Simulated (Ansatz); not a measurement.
Molecule: C₄H₉O₂, net charge 0, doublet state. SMILES: [CH2]C(OC)OC
Geometry: optimised at B3LYP-D3(BJ)/def2-TZVP (Ansatz, a program for electronic structure).

Wanted: atomisation energy, in kcal/mol. Set-up: six Cartesian d functions in 6-31G* and its kin unless marked 5d; open shells spin-unrestricted; non-relativistic; atomisation electronic, to ground-state atoms; spin-orbit terms left out; frozen cores in correlated levels; dispersion terms only where a functional's name holds one. Basis-set limits of correlation are two-point, X^-3; Hartree-Fock from the larger set. [CCSD(T)-MP2]/basis is that difference in the basis named. First-principles rows: single points at B3LYP-D3(BJ) geometries (Ansatz).

```json
[
 {"species": "[CH2]C(OC)OC", "coefficient": "-1", "E at MP2/6-31G* (Ansatz), Eh": "-307.20403", "E at B3LYP/def2-TZVPD (Ansatz), Eh": "-308.32733"},
 {"species": "C atom", "coefficient": "+4", "E at MP2/6-31G* (Ansatz), Eh": "-37.73297", "E at B3LYP/def2-TZVPD (Ansatz), Eh": "-37.85953"},
 {"species": "H atom", "coefficient": "+9", "E at MP2/6-31G* (Ansatz), Eh": "-0.49823", "E at B3LYP/def2-TZVPD (Ansatz), Eh": "-0.50215"},
 {"species": "O atom", "coefficient": "+2", "E at MP2/6-31G* (Ansatz), Eh": "-74.88004", "E at B3LYP/def2-TZVPD (Ansatz), Eh": "-75.09698"}
]
```

Coupled cluster (Ansatz) is a level with limits of its own, used here on species with T1 under 0.025 (0.045 for open shells) and stable references: RI-MP2/CBS(cc-pVTZ,cc-pVQZ)+[CCSD(T)-MP2]/cc-pVTZ. Value to compare with, RI-MP2/CBS(cc-pVTZ,cc-pVQZ)+[CCSD(T)-MP2]/cc-pVTZ (Ansatz): 1375.0 kcal/mol. 1 Eh = 627.5095 kcal/mol.

Work the quantity out at each level, and compare with RI-MP2/CBS(cc-pVTZ,cc-pVQZ)+[CCSD(T)-MP2]/cc-pVTZ (Ansatz).


- MP2/6-31G*: the sum of coefficient times E is 2.02800 Eh, or 1272.59 kcal/mol. Result: 1272.6 kcal/mol. Its difference against RI-MP2/CBS(cc-pVTZ,cc-pVQZ)+[CCSD(T)-MP2]/cc-pVTZ (Ansatz) is -102.4 kcal/mol.
- B3LYP/def2-TZVPD: the sum of coefficient times E is 2.17590 Eh, or 1365.40 kcal/mol. Result: 1365.4 kcal/mol. Its difference against RI-MP2/CBS(cc-pVTZ,cc-pVQZ)+[CCSD(T)-MP2]/cc-pVTZ (Ansatz) is -9.6 kcal/mol.
